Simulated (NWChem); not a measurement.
All runs are NWChem calculations. System: C₂H₇Al, charge 0, spin multiplicity 1, at a geometry optimised with PBE0/def2-SVP. The structure started from a generated list of species. Level: PBE/def2-SVPD.

NWChem printed:

```
             Northwest Computational Chemistry Package (NWChem) 7.3.0
             --------------------------------------------------------

                                NWChem Input Module
                                -------------------

 Scaling coordinates for geometry "geometry" by  1.889725989
 (inverse scale =  0.529177249)

 Turning off AUTOSYM since
 SYMMETRY directive was detected!

                             Geometry "geometry" -> ""
                             -------------------------

 Output coordinates in angstroms (scale by  1.889725989 to convert to a.u.)

  No.       Tag          Charge          X              Y              Z
 ---- ---------------- ---------- -------------- -------------- --------------
    1 Al                  13.0000     0.00000000     0.00000000    -0.50302800
    2 C                    6.0000     1.72727600     0.00000000     0.42284500
    3 H                    1.0000     2.32707600    -0.88019800     0.13120400
    4 H                    1.0000     1.64395300     0.00000000     1.52102700
    5 H                    1.0000     2.32707600     0.88019800     0.13120400
    6 C                    6.0000    -1.72727600     0.00000000     0.42284500
    7 H                    1.0000    -2.32707600     0.88019800     0.13120400
    8 H                    1.0000    -1.64395300     0.00000000     1.52102700
    9 H                    1.0000    -2.32707600    -0.88019800     0.13120400
   10 H                    1.0000     0.00000000     0.00000000    -2.10164200

 Effective nuclear repulsion energy (a.u.)      95.9036206668

            Nuclear Dipole moment (a.u.)
            ----------------------------
        X                 Y               Z
 ---------------- ---------------- ----------------
     0.0000000000     0.0000000000     0.0000075589

      Symmetry information
      --------------------

 Group name             C2v
 Group number             16
 Group order               4
 No. of unique centers     5

      Symmetry unique atoms

     1    2    3    4   10


 Summary of "ao basis" -> "" (spherical)
 ------------------------------------------------------------------------------
       Tag                 Description            Shells   Functions and Types
 ---------------- ------------------------------  ------  ---------------------
 *                         def2-svpd                  on all atoms

  pbe96 is a nonlocal functional; adding pw91lda local functional.
[...]
              MO Center=  1.5D-10, -1.3D-15, -9.5D-01, r^2= 3.4D+00
   Bfn.  Coefficient  Atom+Function         Bfn.  Coefficient  Atom+Function
  ----- ------------  ---------------      ----- ------------  ---------------
   113      0.360367  10 H  s                11     -0.241706   1 Al pz
   114      0.222355  10 H  s                14     -0.182061   1 Al pz
    29      0.169494   2 C  px               73     -0.169494   6 C  px
     8      0.151355   1 Al pz               31      0.143839   2 C  pz
    75      0.143839   6 C  pz               32      0.112825   2 C  px

 Vector   16  Occ=2.000000D+00  E=-2.405965D-01  Symmetry=b1
              MO Center= -1.5D-10, -2.1D-15,  2.2D-01, r^2= 3.6D+00
   Bfn.  Coefficient  Atom+Function         Bfn.  Coefficient  Atom+Function
  ----- ------------  ---------------      ----- ------------  ---------------
    29      0.330035   2 C  px               73      0.330035   6 C  px
     9     -0.250827   1 Al px               32      0.186267   2 C  px
    76      0.186267   6 C  px                6      0.155943   1 Al px
    12     -0.154784   1 Al px               28      0.150318   2 C  s
    72     -0.150318   6 C  s                31      0.126034   2 C  pz

 Vector   17  Occ=0.000000D+00  E=-5.960824D-02  Symmetry=b2
              MO Center= -1.4D-15, -3.8D-14, -5.9D-01, r^2= 3.8D+00
   Bfn.  Coefficient  Atom+Function         Bfn.  Coefficient  Atom+Function
  ----- ------------  ---------------      ----- ------------  ---------------
    13      0.744194   1 Al py               10      0.361874   1 Al py
    46      0.266077   3 H  s                62     -0.266077   5 H  s
    90     -0.266077   7 H  s               106      0.266077   9 H  s
     7     -0.199658   1 Al py               45      0.102966   3 H  s
    61     -0.102966   5 H  s                89     -0.102966   7 H  s

 Vector   18  Occ=0.000000D+00  E=-1.858291D-02  Symmetry=a1
              MO Center= -1.1D-13, -1.2D-13,  1.7D-01, r^2= 1.0D+01
   Bfn.  Coefficient  Atom+Function         Bfn.  Coefficient  Atom+Function
  ----- ------------  ---------------      ----- ------------  ---------------
     5     -1.593731   1 Al s                 4      1.562423   1 Al s
    28     -0.824657   2 C  s                72     -0.824657   6 C  s
    54      0.339792   4 H  s                98      0.339792   8 H  s
    26      0.243891   2 C  s                70      0.243891   6 C  s
    27     -0.221355   2 C  s                46      0.220965   3 H  s

 Vector   19  Occ=0.000000D+00  E= 1.438172D-02  Symmetry=b1
              MO Center=  2.9D-13, -1.4D-13, -5.9D-01, r^2= 1.1D+01
   Bfn.  Coefficient  Atom+Function         Bfn.  Coefficient  Atom+Function
  ----- ------------  ---------------      ----- ------------  ---------------
    28      2.642697   2 C  s                72     -2.642697   6 C  s
    27      0.987578   2 C  s                71     -0.987578   6 C  s
    46     -0.865782   3 H  s                62     -0.865782   5 H  s
    90      0.865782   7 H  s               106      0.865782   9 H  s
    12     -0.810690   1 Al px               23      0.628237   1 Al d  1

 center of mass
 --------------
 x =   0.00000000 y =   0.00000000 z =  -0.06341263

 moments of inertia (a.u.)
 ------------------
          83.421795913124           0.000000000000          -0.000000000000
           0.000000000000         425.381275493836           0.000000000000
          -0.000000000000           0.000000000000         364.266087848722

     Multipole analysis of the density
     ---------------------------------

     L   x y z        total         alpha         beta         nuclear
     -   - - -        -----         -----         ----         -------
     0   0 0 0     -0.000000    -16.000000    -16.000000     32.000000

     1   1 0 0      0.000000      0.000000      0.000000      0.000000
     1   0 1 0     -0.000000     -0.000000     -0.000000      0.000000
     1   0 0 1      0.274422      0.137207      0.137207      0.000008

     2   2 0 0    -22.533864   -123.519915   -123.519915    224.505965
     2   1 1 0      0.000000      0.000000      0.000000      0.000000
     2   1 0 1      0.000000      0.000000      0.000000      0.000000
     2   0 2 0    -18.795430    -14.931068    -14.931068     11.066707
     2   0 1 1      0.000000      0.000000      0.000000      0.000000
     2   0 0 2    -23.844690    -37.898019    -37.898019     51.951348

 Task  times  cpu:        2.1s     wall:        2.1s

 Total times  cpu:        2.2s     wall:        2.2s
```

Question: Write an NWChem input that would produce this output.

Answer: Several could match; the one computed here: 
```
start mol
memory heap 200 mb stack 900 mb global 1100 mb
geometry units angstroms nocenter noautoz
  Al     0.000000     0.000000    -0.503028
  C      1.727276     0.000000     0.422845
  H      2.327076    -0.880198     0.131204
  H      1.643953     0.000000     1.521027
  H      2.327076     0.880198     0.131204
  C     -1.727276     0.000000     0.422845
  H     -2.327076     0.880198     0.131204
  H     -1.643953     0.000000     1.521027
  H     -2.327076    -0.880198     0.131204
  H      0.000000     0.000000    -2.101642
  symmetry group C2v
end
basis spherical
  * library def2-svpd
end
dft
  xc xpbe96 cpbe96
  semidirect memsize 60000000 filesize 0
  iterations 100
end
task dft energy
```
